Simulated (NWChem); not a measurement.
## Correlation energy of HCl$_{2}$Ge

```xyz
4

Cl    -0.5506    -0.3191     1.7539
Ge     0.5255     0.3509     0.0000
Cl    -0.5506    -0.3191    -1.7539
H      1.9033    -0.3765     0.0000
```
Charge 0, spin multiplicity 2.

Program: NWChem. The geometry was optimised at UPBE0/def2-SVP, a minimum by its harmonic frequencies.

Basis set: 3-21G. Each correlation energy counts from its own Hartree-Fock reference.

The Hamiltonian is non-relativistic. The correlated methods keep 19 core orbitals frozen. The structure started from a generated list of species. The unpaired electrons of the parent sit in orbitals of symmetry a' (Cs labels of the run); other states weren't searched. No SCF solution was tested for a lower state. Open-shell Hartree-Fock references start from PBE0 orbitals. No row is a measurement; the coupled-cluster row has its own basis-set and correlation limits.

Task: One of these methods gave a correlation energy of -129.8 mHa. Which?
A) CCSD on UHF
B) CCSD(T) on UHF
C) UMP2
D) CCSD[T] on ROHF

Result: C, UMP2. The others give -155.9 (CCSD[T] on ROHF), -151.2 (CCSD on UHF), -154.1 (CCSD(T) on UHF).
